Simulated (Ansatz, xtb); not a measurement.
# Relative energy of two structures of CH6AlGa

Structure X: a singlet given by its coordinates. Structure Y: a singlet given by its coordinates. Both are isolated molecules in the gas phase, relaxed with PBE-D3(BJ)/def2-SVP.

X (Å):

```csv
atom,x (Å),y (Å),z (Å)
C,-0.6536,0.5672,-0.2731
Al,1.1287,1.6355,0.0398
Ga,1.0670,-1.0435,-0.7356
H,-1.0823,0.3448,-1.2742
H,-1.1320,1.5426,0.0081
H,-1.0859,-0.1550,0.4529
H,2.2543,0.3727,-0.3229
H,1.2622,2.7427,-1.1143
H,1.2562,1.9557,1.6072
```

Close contacts (Å): C1–Al2 2.10, C1–Ga3 2.40, Al2–Ga3 2.79, C1–H4 1.11, C1–H5 1.12, C1–H6 1.11, Al2–H7 1.73, Al2–H8 1.60, Al2–H9 1.60, Ga3–H7 1.89.

Y (Å):

```xyz
9

C    -0.8306   -1.3526    1.0257
Al    0.0925   -0.4185   -0.4432
Ga   -0.9723    1.5741   -1.4587
H    -1.5312   -0.6964    1.5800
H    -0.8541    3.1852   -1.4875
H    -0.0880   -1.7447    1.7529
H    -1.4069   -2.2208    0.6438
H     1.1530   -1.0421   -1.4684
H     0.4983    1.2293   -0.1117
```

Close contacts (Å): C1–Al2 1.97, Al2–Ga3 2.48, C1–H4 1.11, C1–H6 1.11, C1–H7 1.11, Al2–H8 1.60, Al2–H9 1.73, Ga3–H5 1.62, Ga3–H9 2.02.

**Question.** Which of the two would you expect CCSD(T)/def2-TZVP electronic energies to favour?

**Answer.** Structure X; the calculation gives E(Y) − E(X) = +7.3 kcal/mol.

Level by level:

| level | geometry | E(Y) − E(X) (kcal/mol) | departure from the last row (kcal/mol) | job, with rough time for the two |
| --- | --- | --- | --- | --- |
| PBE-D3(BJ)/def2-SVP | PBE-D3(BJ)/def2-SVP | +7.8 | +0.5 | optimisation, 47 s |
| HF/def2-TZVP | PBE-D3(BJ)/def2-SVP | +5.8 | −1.4 | part of the CCSD(T) run |
| MP2/def2-TZVP | PBE-D3(BJ)/def2-SVP | +7.4 | +0.1 | part of the CCSD(T) run |
| CCSD(T)/def2-TZVP | PBE-D3(BJ)/def2-SVP | +7.3 |  | single point, 62 s |

None of the levels shown reverses the order. The largest departure from CCSD(T)/def2-TZVP is that of HF/def2-TZVP, 1.4 kcal/mol. Levels run at GFN2-xTB geometries aren't shown.

With harmonic frequencies from PBE-D3(BJ)/def2-SVP (ideal gas, rigid rotor, one conformer each, 298.15 K, 1 atm): on the last row, ΔE + ΔZPE = +6.6, ΔH = +6.9, ΔG = +6.1 kcal/mol.

The correlated steps freeze 15 core orbitals; the filled d shell of Ga is correlated, in a basis made for valence electrons. Mirror images aren't counted in ΔG. Run with Ansatz 0.2.0; the last row on 2 threads of Arm Neoverse V1 on a shared host.
